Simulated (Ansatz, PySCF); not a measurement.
Ge(OH)4 (GeH4O4), SMILES [OH][Ge]([OH])([OH])[OH].

Coordinates come from a ωB97X-D3(BJ)/def2-SVP optimisation. The isomer is the one that the SMILES or the coordinates give; other isomers of the formula were not compared. The values are those of a single conformer.

Vertical ionisation energy (IE) and electron affinity (EA) in eV. Rows of orbital energies are one-electron estimates. Where ΔSCF, EOM or ADC give a negative EA the extra electron is unbound and the value depends on the basis.

```tsv
level	IE	EA
−ε(HOMO), −ε(LUMO), r2SCAN/def2-TZVP (PySCF)	7.82	0.76
ΔSCF, CAM-B3LYP/def2-TZVPD (Ansatz), final states of multiplicity 2 and 2	?	?
```

Question: Complete the blanks. (Estimate from the structure and the level; the computed values follow.)

Answer: 
- ΔSCF, CAM-B3LYP/def2-TZVPD (Ansatz, a program for electronic structure), final states of multiplicity 2 and 2, IE: 11.87
- ΔSCF, CAM-B3LYP/def2-TZVPD (Ansatz), final states of multiplicity 2 and 2, EA: -0.40

Question: What vertical singlet–triplet gap does ΔSCF give with CAM-B3LYP/def2-TZVPD (Ansatz)? (An estimate is asked for; the answer gives what the named calculation found.)

Answer: 7.18 eV (triplet above singlet where positive).
